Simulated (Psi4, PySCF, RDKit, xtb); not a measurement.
Relaxed torsion scan: C₁₂H₈Cl₂, SMILES Clc1ccccc1-c1ccccc1Cl. Scanned: dihedral C2–C7–C8–C9; all other coordinates were relaxed at GFN2-xTB. Points at φ and −φ are mirror images.

Atom numbering (GFN2-xTB optimised geometry, Å):
```
22

Cl    -0.4434    -1.6774    -2.1537
C     -1.3739    -0.8778    -0.9300
C     -2.7452    -1.0683    -0.8972
C     -3.4969    -0.4545     0.0890
C     -2.8783     0.3417     1.0382
C     -1.5084     0.5237     1.0008
C     -0.7340    -0.0808     0.0159
C      0.7276     0.1258    -0.0184
C      1.3236     0.7638    -1.1014
C      2.6904     0.9670    -1.1415
C      3.4861     0.5298    -0.0958
C      2.9144    -0.1101     0.9895
C      1.5439    -0.3065     1.0238
Cl     0.8473    -1.1359     2.3764
H     -3.2141    -1.6961    -1.6385
H     -4.5657    -0.6026     0.1154
H     -3.4628     0.8197     1.8095
H     -1.0213     1.1462     1.7365
H      0.6980     1.1058    -1.9124
H      3.1348     1.4648    -1.9899
H      4.5541     0.6829    -0.1234
H      3.5238    -0.4611     1.8074
```

GFN1-xTB // GFN2-xTB (xtb); MMFF94 // GFN2-xTB (RDKit); RKS-B3LYP/6-31G* = PySCF with restricted B3LYP/6-31G*, spherical d, density fitting // GFN2-xTB; PBE/def2-SVP // GFN2-xTB (Psi4); RMP2/3-21G = restricted MP2 (frozen core)/3-21G // GFN2-xTB (PySCF); PBE-D3(BJ)/def2-SVP // GFN2-xTB (Psi4).

Energies in kJ/mol, each method relative to its own lowest point.

```json
[
 {"φ / °": "-160", "GFN1-xTB": "34.6", "MMFF94": "76.3", "RKS-B3LYP/6-31G*": "49.5", "PBE/def2-SVP": "39.0", "RMP2/3-21G": "59.1", "PBE-D3(BJ)/def2-SVP": "38.6"},
 {"φ / °": "-140", "GFN1-xTB": "12.0", "MMFF94": "32.7", "RKS-B3LYP/6-31G*": "18.9", "PBE/def2-SVP": "12.7", "RMP2/3-21G": "24.6", "PBE-D3(BJ)/def2-SVP": "12.3"},
 {"φ / °": "-120", "GFN1-xTB": "2.9", "MMFF94": "9.9", "RKS-B3LYP/6-31G*": "4.6", "PBE/def2-SVP": "1.7", "RMP2/3-21G": "6.6", "PBE-D3(BJ)/def2-SVP": "1.4"},
 {"φ / °": "-100", "GFN1-xTB": "2.0", "MMFF94": "0.9", "RKS-B3LYP/6-31G*": "0.4", "PBE/def2-SVP": "0.0", "RMP2/3-21G": "0.3", "PBE-D3(BJ)/def2-SVP": "0.0"},
 {"φ / °": "-80", "GFN1-xTB": "1.8", "MMFF94": "0.0", "RKS-B3LYP/6-31G*": "0.0", "PBE/def2-SVP": "0.1", "RMP2/3-21G": "0.0", "PBE-D3(BJ)/def2-SVP": "0.5"},
 {"φ / °": "-60", "GFN1-xTB": "0.0", "MMFF94": "6.5", "RKS-B3LYP/6-31G*": "1.3", "PBE/def2-SVP": "0.2", "RMP2/3-21G": "3.4", "PBE-D3(BJ)/def2-SVP": "0.5"},
 {"φ / °": "-40", "GFN1-xTB": "4.8", "MMFF94": "24.5", "RKS-B3LYP/6-31G*": "10.2", "PBE/def2-SVP": "6.5", "RMP2/3-21G": "15.3", "PBE-D3(BJ)/def2-SVP": "6.9"},
 {"φ / °": "-20", "GFN1-xTB": "22.4", "MMFF94": "58.6", "RKS-B3LYP/6-31G*": "31.9", "PBE/def2-SVP": "25.1", "RMP2/3-21G": "39.9", "PBE-D3(BJ)/def2-SVP": "25.8"},
 {"φ / °": "20", "GFN1-xTB": "22.4", "MMFF94": "58.6", "RKS-B3LYP/6-31G*": "31.9", "PBE/def2-SVP": "25.1", "RMP2/3-21G": "39.9", "PBE-D3(BJ)/def2-SVP": "25.8"},
 {"φ / °": "40", "GFN1-xTB": "4.8", "MMFF94": "24.5", "RKS-B3LYP/6-31G*": "10.2", "PBE/def2-SVP": "6.5", "RMP2/3-21G": "15.3", "PBE-D3(BJ)/def2-SVP": "6.9"},
 {"φ / °": "60", "GFN1-xTB": "0.0", "MMFF94": "6.5", "RKS-B3LYP/6-31G*": "1.3", "PBE/def2-SVP": "0.2", "RMP2/3-21G": "3.4", "PBE-D3(BJ)/def2-SVP": "0.5"},
 {"φ / °": "80", "GFN1-xTB": "1.8", "MMFF94": "0.0", "RKS-B3LYP/6-31G*": "0.0", "PBE/def2-SVP": "0.1", "RMP2/3-21G": "0.0", "PBE-D3(BJ)/def2-SVP": "0.5"},
 {"φ / °": "100", "GFN1-xTB": "2.0", "MMFF94": "0.9", "RKS-B3LYP/6-31G*": "0.4", "PBE/def2-SVP": "0.0", "RMP2/3-21G": "0.3", "PBE-D3(BJ)/def2-SVP": "0.0"},
 {"φ / °": "120", "GFN1-xTB": "2.9", "MMFF94": "9.9", "RKS-B3LYP/6-31G*": "4.6", "PBE/def2-SVP": "1.7", "RMP2/3-21G": "6.6", "PBE-D3(BJ)/def2-SVP": "1.4"},
 {"φ / °": "140", "GFN1-xTB": "12.0", "MMFF94": "32.7", "RKS-B3LYP/6-31G*": "18.9", "PBE/def2-SVP": "12.7", "RMP2/3-21G": "24.6", "PBE-D3(BJ)/def2-SVP": "12.3"},
 {"φ / °": "160", "GFN1-xTB": "34.6", "MMFF94": "76.3", "RKS-B3LYP/6-31G*": "49.5", "PBE/def2-SVP": "39.0", "RMP2/3-21G": "59.1", "PBE-D3(BJ)/def2-SVP": "38.6"}
]
```

Root-mean-square difference from the PBE-D3(BJ)/def2-SVP profile, itself a level with limits, after the best constant shift (kJ/mol): GFN1-xTB 2.1, MMFF94 13.4, RKS-B3LYP/6-31G* 3.6, PBE/def2-SVP 0.4, RMP2/3-21G 6.9.
